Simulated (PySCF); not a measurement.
**Löwdin shares of the frontier orbitals**

Compound: PhCF2CH2CH3, C₉H₁₀F₂.
Geometry (PBE0-D3(BJ)/def2-SVP, Å), atoms numbered from 1 in this order:
```
atom  x, y, z in Å
C1     3.3314    0.0375    0.1127
C2     1.8952   -0.0125   -0.3781
C3     0.8792    0.0713    0.7459
F4     1.0843    1.2276    1.4388
F5     1.1056   -0.9447    1.6261
C6    -0.5533    0.0199    0.2718
C7    -1.2248   -1.2012    0.1932
C8    -2.5289   -1.2494   -0.2949
C9    -3.1664   -0.0799   -0.7062
C10   -2.4976    1.1410   -0.6232
C11   -1.1942    1.1922   -0.1347
H12    3.5276    0.9746    0.6529
H13    4.0333   -0.0250   -0.7313
H14    3.5417   -0.7973    0.7964
H15    1.6810    0.8166   -1.0707
H16    1.6923   -0.9422   -0.9327
H17   -0.7243   -2.1117    0.5284
H18   -3.0523   -2.2068   -0.3494
H19   -4.1891   -0.1191   -1.0885
H20   -2.9961    2.0611   -0.9371
H21   -0.6710    2.1475   -0.0550
```

Computed, not measured: TDDFT PBE0/def2-SVPD, vertical, gas phase, core orbitals frozen in the response in PySCF.

Frontier orbitals with the atoms that hold most of them (Löwdin shares over 4%, at most four atoms; ? is withheld):

| orbital | ε (eV) | atoms |
| --- | --- | --- |
| LUMO+2 | 0.71 | C2 10%, C1 9%, C10 7%, C8 6% |
| LUMO+1 | -0.51 | C10 19%, C7 19%, C8 18%, C11 18% |
| LUMO | -0.67 | C9 21%, C6 21%, C11 11%, C8 11% |
| HOMO | -7.54 | ? |
| HOMO-1 | -7.58 | ? |
| HOMO-2 | -9.31 | C3 17%, F4 14%, F5 14%, C2 13% |
| HOMO-3 | -9.95 | C1 22%, C2 19%, H12 10%, H14 9% |

**Question.** Give the leading atoms of the HOMO.

**Answer.** C9 (bonded to 2 C and H) 24%; C6 (bonded to 3 C) 23%; C8 (bonded to 2 C and H) 12%; C11 (bonded to 2 C and H) 11%.

**Question.** Give the leading atoms of the HOMO-1.

**Answer.** C7 (bonded to 2 C and H) 22%; C10 (bonded to 2 C and H) 22%; C11 (bonded to 2 C and H) 19%; C8 (bonded to 2 C and H) 19%.

**Question.** How does S1 compare with the orbital gap of 6.88 eV?

**Answer.** S1 is at 5.44 eV (f = 0.0008), 1.44 eV below the gap, made of HOMO-1→LUMO (52%), HOMO→LUMO+1 (47%). Its leading pair isn't HOMO and LUMO; the energies of that pair differ by 6.92 eV. 

**Question.** One configuration dominates each of S7 and S8. Which, and how do the shares of the two leading atoms of either orbital change from the occupied to the empty one?

**Answer.** 
- S7 (7.32 eV, f 0.018), HOMO-2→LUMO (90%): C3 17% → at most 11%, F4 14% → at most 11%, C9 at most 14% → 21%, C6 at most 14% → 21%
- S8 (7.47 eV, f 0.0009), HOMO-2→LUMO+1 (86%): C3 17% → at most 18%, F4 14% → at most 18%, C10 at most 14% → 19%, C7 at most 14% → 19%

Löwdin shares depend on the basis, the more so with diffuse functions.

One conformer stands for the species.
